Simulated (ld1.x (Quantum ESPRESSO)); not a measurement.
An all-electron radial function and its pseudo partner (Tm)

Columns: radius, all-electron u(r) and pseudo u(r) of the 5d shell (level -1.97 eV) of thulium in the configuration [Kr] 4d10 4f12 5s2 5p6 5d1 6s2 6p0; PBE, scalar-relativistic, TM semilocal scheme, ld1.x (Quantum ESPRESSO) 7.5.

```tsv
r (bohr)	all-electron	pseudo
0.140	0.1536	0.0016
0.280	-0.0975	0.0126
0.420	-0.2418	0.0401
0.560	-0.1727	0.0880
0.700	-0.0138	0.1553
0.840	0.1531	0.2369
0.980	0.2959	0.3248
1.120	0.4068	0.4096
1.260	0.4874	0.4834
1.400	0.5422	0.5410
1.540	0.5768	0.5803
1.680	0.5957	0.6024
1.820	0.6030	0.6103
1.960	0.6019	0.6079
2.100	0.5948	0.5986
2.240	0.5835	0.5854
2.380	0.5694	0.5701
2.520	0.5536	0.5537
2.660	0.5366	0.5366
2.800	0.5190	0.5190
2.940	0.5011	0.5011
3.080	0.4831	0.4831
3.220	0.4652	0.4652
3.360	0.4472	0.4472
3.500	0.4295	0.4295
3.640	0.4120	0.4120
```

**Question.** How many radial nodes do the two functions have?

**Answer.** The all-electron 5d function has n − l − 1 = 2; the pseudo-wave has 0, since the states of the same l below it are removed with the core.

**Question.** At about which radius was the pseudo-wave matched?

**Answer.** 2.80 bohr. The columns agree to 0.0005 from 2.52 bohr on; several derivatives are matched, so the curves merge somewhat inside the radius.

**Question.** Where does each function peak?

**Answer.** Outermost all-electron maximum near 1.82 bohr, pseudo maximum near 1.82 bohr (to the table’s step).

**Question.** Is the pseudo-wave norm-conserving?

**Answer.** Yes: the TM semilocal scheme keeps the norm inside the radius equal to the all-electron one, which fixes the energy derivative of the logarithmic derivative at the level.
